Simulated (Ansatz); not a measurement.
A nudged elastic band was laid between two geometries of CH$_{5}$AlBF (9 atoms, charge 0, multiplicity 1).

The calculation used Ansatz 0.2.0, RKS BLYP/def2-SVP.

```
movable images  : 7
climbing image  : yes
spring          : 0.1 eV/Å²
optimiser       : quadratic models (default)
start path      : through a guess of the saddle point
force threshold : 0.05 eV/Å
iteration limit : 60
end points      : relaxed
```

Image 0:

```xyz
9
Properties=species:S:1:pos:R:3
C -0.317 0.752 -1.413
Al -0.319 -0.647 -0.007
B 0.701 -0.438 1.894
F 1.970 -0.852 2.054
H 0.434 1.554 -1.266
H -0.156 0.307 -2.419
H -1.318 1.238 -1.451
H -1.195 -1.964 -0.297
H 0.199 0.050 2.906
```

Image 8:

```xyz
9
Properties=species:S:1:pos:R:3
C -0.328 0.759 -1.409
Al -0.329 -0.636 0.002
B 0.701 -0.439 1.900
F 1.979 -0.833 2.043
H 0.107 0.347 -2.348
H 0.234 1.680 -1.153
H -1.371 1.052 -1.662
H -1.193 -1.960 -0.294
H 0.201 0.030 2.921
```

Task: Which bonds break or form, and what moves?

Result: No bond is made or broken.

Task: Give the energies along the band, and the barrier.

Result: The run converged. The highest image is number 6 of 0 to 8, 49.3 kcal/mol above the ends, which have the same energy within 2 meV. Neighbouring images differ by up to 2.1 eV, so the band resolves the path poorly. Another band between the same ends (7 images) ends at a top of the same energy, where a vibrational analysis finds 1 clearly imaginary mode.

| image | path coordinate (Å) | energy (kcal/mol) |
| --- | --- | --- |
| 0 | 0.00 | 0.0 |
| 1 | 0.67 | 0.1 |
| 2 | 1.38 | 0.6 |
| 3 | 2.13 | 1.1 |
| 4 | 2.98 | 3.7 |
| 5 | 3.83 | 20.1 |
| 6 | 4.67 | 49.3 |
| 7 | 7.34 | 0.0 |
| 8 | 10.07 | 0.0 |

Task: What is the geometry of the highest image?

Result: 
```xyz
9
Properties=species:S:1:pos:R:3:forces:R:3
C -0.254 0.760 -1.382 -0.01 0.01 0.01
Al -0.552 -0.650 0.030 -0.01 -0.04 0.00
B 0.773 -0.409 1.694 0.01 0.01 0.03
F 1.633 0.622 1.621 0.00 0.01 -0.01
H 0.428 0.914 -0.536 0.01 0.01 -0.01
H -1.051 0.040 -1.633 0.00 0.00 -0.01
H -0.145 1.519 -2.163 0.00 0.00 -0.01
H -1.682 -1.710 -0.339 -0.01 0.01 0.00
H 0.850 -1.086 2.709 -0.01 -0.01 -0.01
```

The band took 30 iterations and about 8 core-minutes.

Time of the run: 4.1 min on 2 threads of Arm Neoverse V1 (shared host), peak memory 0.12 GiB.
